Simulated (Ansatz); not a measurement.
## One arrangement of a pair

The pair of F⁻ (SMILES [F-], atom 1) and SiH3F (SMILES [SiH3]F, atoms 2–6), both closed shells, in one local arrangement (a lower one may exist), relaxed at PBE0-D4/def2-TZVPD:

```
6
angstrom
F 0.4120 -0.2083 -1.6762
Si 0.0000 0.0000 0.0000
F -0.4120 0.2083 1.6762
H -1.4316 -0.3616 -0.3069
H 0.9859 -1.0774 0.3762
H 0.4457 1.4391 -0.0693
```

Ansatz 0.2.0; basis: def2-TZVPPD, with def2-QZVPPD for the basis limit; cores frozen in the correlated methods. B3LYP uses VWN-RPA correlation. Extrapolation: Hartree–Fock as exp(−7.88 √X), correlation as X^−2.97. Interaction energies count from these two fragments, frozen as in the pair, with the counterpoise correction; negative means bound.

**Question.** What is the interaction energy by CCSD(T) at an estimated basis limit (MP2 extrapolated from triple and quadruple zeta, plus CCSD(T) − MP2 in triple zeta)? (To be estimated.)

**Answer.** The calculation gives: -346.0 kJ/mol. Hartree–Fock alone gives -351.8 kJ/mol at the basis limit. It counts from the two fragments frozen as in the pair.

The same quantity by other methods in triple zeta, and each one's difference from that estimate:
| method | E_int (kJ/mol) | difference |
| --- | --- | --- |
| PBE-D4 | -320.7 | 25.2 |
| revPBE-D4 | -312.1 | 33.8 |
| BLYP-D4 | -305.0 | 40.9 |
| r2SCAN-D4 | -346.5 | -0.6 |
| B97M-V | -350.5 | -4.5 |
| PBE0-D4 | -343.3 | 2.6 |
| B3LYP-D4 | -327.7 | 18.3 |
| HSE06-D4 | -343.2 | 2.7 |
| wB97X-V | -340.0 | 6.0 |
| wB97M-V | -343.0 | 2.9 |
| B2PLYP | -327.3 | 18.6 |
| HF | -348.0 | -2.1 |
| MP2 | -332.5 | 13.4 |
| CCSD | -336.8 | 9.1 |
| CCSD(T) | -333.7 | 12.2 |
Differences are method less estimate.

**Question.** Which atoms make the shortest contact between the fragments?

**Answer.** F1 and Si2, 1.74 Å apart.

Energy to bend the free fragments (PBE0-D4 minima) into their shapes in the pair, CCSD(T)/def2-TZVPPD: SiH3F 112.0 kJ/mol. This must be added to the interaction energy to get the binding energy from relaxed fragments.

Basis-set superposition shift (counterpoise-corrected less uncorrected): CCSD(T) 8.7; MP2 8.5; HF 1.1; PBE0-D4 1.1; wB97M-V 0.9 kJ/mol.

No T1 diagnostic of these runs exceeds 0.023.

For scale, one of the runs: CCSD(T)/def2-TZVPPD, 179 basis functions, launched by `ansatz run in.yaml --threads 2 --pin off --events-out ev --progress --plain --max-ram 5222MiB`. Time: 19 s of wall clock on 2 CPU threads of an Arm Neoverse V1; the host was shared. Peak host memory: 1.2 GiB.
